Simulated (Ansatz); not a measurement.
System: C3H11NO3Si, net charge 0, singlet state. 
Structure (B3LYP-D3(BJ)/def2-TZVP (Ansatz, a program for electronic structure) minimum search):
SMILES: [Si](OC)(OC)(OC)N
```xyz
19

Si    -0.0051    -0.0146     0.3161
O      0.7458     1.3819    -0.0867
C      0.0903     2.6242    -0.2642
O     -1.2101    -0.1780    -0.7821
C     -2.0843    -1.2926    -0.8550
O      1.1382    -1.1746     0.2637
C      2.1676    -1.2494    -0.7114
N     -0.6876    -0.1188     1.8707
H     -0.6603     2.5635    -1.0564
H      0.8383     3.3676    -0.5404
H     -0.3975     2.9495     0.6608
H     -2.9034    -1.0390    -1.5284
H     -1.5638    -2.1699    -1.2484
H     -2.4946    -1.5448     0.1265
H      2.8380    -2.0613    -0.4297
H      2.7324    -0.3161    -0.7597
H      1.7552    -1.4619    -1.7018
H     -0.1223    -0.2855     2.6861
H     -1.5709     0.3060     2.0960
```
Charge 0, spin multiplicity 1.

Parts of the frozen-core correlation energy in STO-3G (Ansatz, hartree). Frozen orbitals: 12; correlated occupied orbitals by spin: 25 and 25; virtual: 18 and 18. Spin-orbit coupling is left out. No relativistic terms.

| term | value |
|---|---|
| reference (HF) | -679.58941 |
| MP2 opposite-spin | (withheld) |
| MP2 same-spin | (withheld) |
| CCSD correlation | (withheld) |
| (T) | -0.00750 |
| T1 diagnostic | 0.009 |
| largest doubles amplitude | 0.019 |

Complete the blanks.


- MP2 opposite-spin, value: -0.28256
- MP2 same-spin, value: -0.04496
- CCSD correlation, value: -0.41908
